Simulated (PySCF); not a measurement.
# Mg (magnesium, neutral) across methods

[Ne] 3s1 4s1, 4s spin antiparallel (an excited configuration). All numbers are calculated (PySCF 2.14, scalar relativity by spin-free X2C-1e, in aug-cc-pCVTZ-DK with one added diffuse shell each of s, p, d, f type (9s8p6d4f, 91 functions)). The B2PLYP total includes its PT2 part (frozen core); its orbital energies are those of the SCF part.

| method | E (hartree) | mean ε 2p β (eV) | mean ε 3s α (eV) | mean ε 4s β (eV) | Σ⟨r²⟩ (bohr²) | ⟨S²⟩ |
| --- | --- | --- | --- | --- | --- | --- |
| PBE | -200.2628 | -46.559 | -4.704 | -4.704 | 28.23 | 0.000 |
| r2SCAN | -200.3505 | -48.129 | -4.821 | -4.821 | 28.40 | 0.000 |
| PBEsol | -199.8223 | -46.492 | -4.679 | -4.679 | 28.26 | 0.000 |
| wB97X | -200.3751 | -52.884 | -7.330 | -7.330 | 28.28 | 0.000 |
| PBE0 | -200.2780 | -50.687 | -5.432 | -5.432 | 28.28 | 0.000 |
| TPSS | -200.3986 | -47.033 | -4.761 | -4.761 | 28.42 | 0.000 |
| LDA | -199.4403 | -46.638 | -4.780 | -4.780 | 28.02 | 0.000 |
| B2PLYP | -200.2715 | -54.916 | -5.969 | -5.969 | 28.58 | 0.000 |

(1) Estimate the same row for UHF.

The outer electron is Rydberg-like, and this basis confines it to a smaller radius and binds it less than a complete one would. With the s spin flipped the determinant is a mixture of two multiplicities, not a spectroscopic state.

## Answers

(1) E (hartree) = -199.91960; mean ε 2p β (eV) = -62.053; mean ε 3s α (eV) = -6.896; mean ε 4s β (eV) = -6.896; Σ⟨r²⟩ (bohr²) = 29.54; ⟨S²⟩ = 0.000.
